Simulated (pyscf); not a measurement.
## O=Mo(=O)(OH)–Br, singlet

Gas-phase minimum from PySCF at ωB97X-D3(BJ)/def2-SVP, one conformer. 

```xyz
6

O     -0.0370     2.0845    -0.3526
Mo     0.2784     0.4569    -0.2804
O      1.5982     0.2414     0.7034
O     -1.1981    -0.4283     0.4143
Br     0.8132    -0.3651    -2.4787
H     -1.1917    -1.1236     1.0848
```
Charge 0, spin multiplicity 1.

Bond lengths (Å): O1–Mo2 1.659, Mo2–O3 1.660, Mo2–O4 1.856, Mo2–Br5 2.407, O4–H6 0.966. Bond angles (°): O1–Mo2–O3 107.7, O1–Mo2–O4 109.4, O1–Mo2–Br5 109.7, O3–Mo2–O4 110.4, O3–Mo2–Br5 108.7, O4–Mo2–Br5 110.8, Mo2–O4–H6 126.7.

Properties at ωB97X-D3(BJ)/def2-SVP:

- Harmonic wavenumbers, unscaled: 143, 171, 227, 252, 299, 327, 401, 584, 774, 1075, 1107, 3902 cm⁻¹
- Zero-point energy: 13.2 kcal/mol
- Rotational symmetry number: 1
- Entropy of this conformer at 298 K and 1 atm, rigid rotor and harmonic oscillator, modes under 100 cm⁻¹ raised to 100: 351.1 J/(mol K)
- Dipole moment: 2.86 D

Single-point totals, which compare only within one level:

| level | total energy (hartree) |
|---|---|
| ωB97X-D3(BJ)/def2-TZVP | -2868.88051 |
| PBE/def2-TZVP | -2868.37297 |
| r²SCAN/def2-TZVP | -2868.86589 |
| B3LYP-D3(BJ)/def2-TZVP | -2868.98878 |
| PBE0-D3(BJ)/def2-TZVP | -2868.37980 |
| M06-2X/def2-TZVP | -2868.73470 |
| ωB97M-D3(BJ)/def2-TZVP | -2868.91937 |

Soft torsions are taken as harmonic, which can shift the entropy by several J/(mol K). Elements up to Kr have no core potential and no relativistic terms here. Elements past Kr carry the def2 core potentials, without spin-orbit coupling.
